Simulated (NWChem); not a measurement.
## Total energies of Mg (+1)

SMILES: [Mg+]
```xyz
1

Mg     0.0000     0.0000     0.0000
```
Charge +1, spin multiplicity 2.

Everything below was run with NWChem.

Basis set: cc-pVTZ (34 functions).

```
method                         total energy (Ha)
-----------------------------  -----------------
UHF                                   -199.37053
UMP2                                  -199.37053
UB2PLYP                               -199.68429
UPBE                                  -199.66895
UB3LYP                                -199.81370
ULC-wPBE (omega 0.3 per bohr)         -199.68396
```

Total energies of different functionals aren't comparable as a measure of quality: only differences taken within one method are. 

The correlated methods keep 5 core orbitals frozen. B3LYP has NWChem's definition, with VWN1-RPA local correlation. No SCF solution was tested for a lower state. Open-shell Hartree-Fock references start from PBE0 orbitals.
